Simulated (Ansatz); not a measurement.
Relaxation of ClH₇HfN₃ (12 atoms, charge 0, multiplicity 2), to a largest force component of 0.03 eV/Å in at most 50 steps.

Level of theory: Ansatz, UHF/def2-SVP.

```xyz
12
Properties=species:S:1:pos:R:3
Hf -0.009 -0.004 -0.723
Cl 0.069 0.075 3.003
N 2.064 0.008 -0.738
H 2.668 -0.797 -0.773
H 2.656 0.822 -0.760
N -1.035 1.795 -0.760
H -2.031 1.912 -0.867
H -0.633 2.717 -0.714
N -1.043 -1.809 -0.783
H -1.497 -2.313 -0.038
H -1.171 -2.338 -1.632
H -0.031 -0.069 4.313
```

**Question.** Where does it end, and by what steps?

**Answer.** It converged. The force dipped under the threshold on the way, but the program's further checks kept it going. After 36 steps the energy has fallen by 0.173 eV; H12 moved furthest, 1.41 Å.

| step | energy less start (eV) | largest force component (eV/Å) | accepted |
| --- | --- | --- | --- |
| 0 | 0.0000 | 1.650 | yes |
| 2 | -0.0698 | 0.841 | yes |
| 4 | -0.0917 | 0.334 | yes |
| 6 | -0.1043 | 0.090 | yes |
| 8 | -0.1074 | 0.149 | no |
| 10 | -0.1125 | 0.105 | yes |
| 12 | -0.1095 | 0.680 | no |
| 14 | -0.1257 | 0.057 | yes |
| 16 | -0.1285 | 0.110 | yes |
| 18 | -0.1308 | 0.379 | no |
| 20 | -0.1361 | 0.036 | yes |
| 22 | -0.1409 | 0.403 | yes |
| 24 | -0.1504 | 0.640 | yes |
| 26 | -0.1655 | 0.374 | yes |
| 28 | -0.1672 | 0.293 | yes |
| 30 | -0.1683 | 0.199 | no |
| 32 | -0.1720 | 0.185 | no |
| 34 | -0.1729 | 0.059 | yes |
| 36 | -0.1732 | 0.019 | yes |

```xyz
12
Properties=species:S:1:pos:R:3
Hf -0.005 0.000 -0.790
Cl -0.077 0.480 3.822
N 2.062 -0.022 -0.813
H 2.656 -0.834 -0.836
H 2.667 0.782 -0.809
N -1.028 1.793 -0.732
H -2.018 1.919 -0.861
H -0.639 2.702 -0.543
N -1.042 -1.784 -0.639
H -2.024 -1.888 -0.441
H -0.675 -2.709 -0.797
H 0.131 -0.437 2.966
```

Whether the end is a true minimum wasn't checked by a vibrational analysis.

Time of the run: 71 s on 4 threads of Arm Neoverse V1 (shared host), peak memory 0.4 GiB.
